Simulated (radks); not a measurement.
The numbers below are computed, except where a source is named.
Fractional charge and spin in the 6s shell of erbium: the spin-up occupation runs from 0 to 1 and the spin-down occupation from 0 to 1; the fullest corner is Er, [Xe] 4f(up 6, down 6) 6s(up 1, down 1). Level of theory: scalar-relativistic Kohn-Sham, PBEsol, spin-polarised, spherical densities, finite nucleus; Fermi nuclear charge, rms radius of each element as measured or else 0.836 A^(1/3) + 0.57 fm (a radial shooting solver on a logarithmic mesh with Libxc functionals). Energy (eV) minus the two flat planes that join the four corners (they meet along the diagonal where the two added fractions sum to one electron); zero is where a piecewise linear energy would lie.

\begin{tabular}{lrrrrr}
down \ up & 0 & 0.25 & 0.5 & 0.75 & 1 \\ \hline
0 & 0.000 & -0.497 & -0.659 & -0.494 & 0.000 \\
0.25 & -0.497 & -0.591 & -0.366 & 0.177 & -0.439 \\
0.5 & -0.659 & -0.366 & 0.237 & -0.328 & -0.583 \\
0.75 & -0.494 & 0.177 & -0.328 & -0.532 & -0.435 \\
1 & 0.000 & -0.439 & -0.583 & -0.435 & 0.000 \\
\end{tabular}

Corners above the fullest one (they belong to Er+ and the next ion): (up 1, down 0) 6.158 eV, (up 0, down 1) 6.158 eV, (up 0, down 0) 18.232 eV. With half an added electron in each spin the energy lies 0.237 eV from the planes, and with half an added electron in spin up alone -0.659 eV. The planes are only a guide here: the flat-plane condition holds for ground states with one frontier orbital, while this shell lies below other occupied shells, so the corners above the fullest one are inner-hole states and not the ground states of those ions.
